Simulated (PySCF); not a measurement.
Molfile (atoms numbered from 1):
```
C6H8O3
     RDKit          3D

 17 16  0  0  0  0  0  0  0  0999 V2000
    3.6580    1.3078   -0.4946 C   0  0  0  0  0  0  0  0  0  0  0  0
    2.9713    0.1704   -0.4547 C   0  0  0  0  0  0  0  0  0  0  0  0
    1.6305    0.1591   -0.2339 O   0  0  0  0  0  0  0  0  0  0  0  0
    0.9879   -1.0067   -0.1936 C   0  0  0  0  0  0  0  0  0  0  0  0
   -0.3310   -1.1373    0.0305 C   0  0  0  0  0  0  0  0  0  0  0  0
   -1.2565   -0.0224    0.2685 C   0  0  0  0  0  0  0  0  0  0  0  0
   -0.9910    1.1531    0.2903 O   0  0  0  0  0  0  0  0  0  0  0  0
   -2.5031   -0.4937    0.4706 O   0  0  0  0  0  0  0  0  0  0  0  0
   -3.4901    0.4880    0.7125 C   0  0  0  0  0  0  0  0  0  0  0  0
    3.1607    2.2685   -0.3493 H   0  0  0  0  0  0  0  0  0  0  0  0
    4.7324    1.2818   -0.6743 H   0  0  0  0  0  0  0  0  0  0  0  0
    3.4284   -0.8174   -0.5941 H   0  0  0  0  0  0  0  0  0  0  0  0
    1.6109   -1.8959   -0.3590 H   0  0  0  0  0  0  0  0  0  0  0  0
   -0.7456   -2.1452    0.0400 H   0  0  0  0  0  0  0  0  0  0  0  0
   -3.2593    1.0657    1.6206 H   0  0  0  0  0  0  0  0  0  0  0  0
   -4.4380   -0.0488    0.8375 H   0  0  0  0  0  0  0  0  0  0  0  0
   -3.5611    1.1937   -0.1291 H   0  0  0  0  0  0  0  0  0  0  0  0
  1  2  2  0
  2  3  1  0
  3  4  1  0
  4  5  2  0
  5  6  1  0
  6  7  2  0
  6  8  1  0
  8  9  1  0
  1 10  1  0
  1 11  1  0
  2 12  1  0
  4 13  1  0
  5 14  1  0
  9 15  1  0
  9 16  1  0
  9 17  1  0
M  END
```

- PBE0-D3(BJ)/def2-SVP geometry
- spin–spin couplings from B3LYP/pcJ-1 (without the spin–dipole term)
- GIAO PBE0/pcSseg-1 shieldings
- run in PySCF
- no relativistic terms, rapidly exchanging positions averaged, a single conformation, in vacuum

Predict the 2D correlation tables (HSQC, COSY, HMBC).

## Answers



HSQC (one-bond C–H):
```tsv
δH	δC	¹J(C,H) (Hz)
6.28 (H13)	160.1 (C4)	181
6.28 (H12)	156.4 (C2)	184
5.30 (H10)	101.1 (C1)	172
4.87 (H14)	101.8 (C5)	173
4.58 (H11)	101.1 (C1)	174
3.58 (H15/H16/H17)	51.2 (C9)	151
```

COSY cross peaks (|J| ≥ 2 Hz):
```tsv
δH	δH	abs. J (Hz)	bonds
6.28 (H13)	4.87 (H14)	8.0	3
6.28 (H12)	5.30 (H10)	14.5	3
6.28 (H12)	4.58 (H11)	7.1	3
```

HMBC (two and three bonds, |J| ≥ 2.5 Hz):
```tsv
δH	δC [abs. J in Hz]
6.28 (H13)	167.2 (C6) [11.3], 156.4 (C2) [8.5], 101.8 (C5) [8.8]
6.28 (H12)	160.1 (C4) [7.2], 101.1 (C1) [8.9]
5.30 (H10)	156.4 (C2) [7.1]
4.87 (H14)	160.1 (C4) [8.0]
4.58 (H11)	156.4 (C2) [8.4]
3.58 (H15/H16/H17)	167.2 (C6) [4.5]
```

Referencing at the same level of theory: TMS for ¹H (σ = 31.27 ppm) and ¹³C (σ = 184.41 ppm).

Short H···H contacts in this conformer between protons four or more bonds apart (candidates for NOE cross peaks, intensity ∝ r⁻⁶): H12···H13 2.13 Å.

Unscaled 3J(H,H) at this level run about 10 % above measured values. Shifts are as computed. Against solution values, carbons near 30 ppm lie about +2 ppm off and those near 130 ppm about +5 ppm. Of 1211 compounds with measured shifts, 218 miss one by over three times the rms of a fit or turn the order of signals round; such compounds aren't used in these exercises.
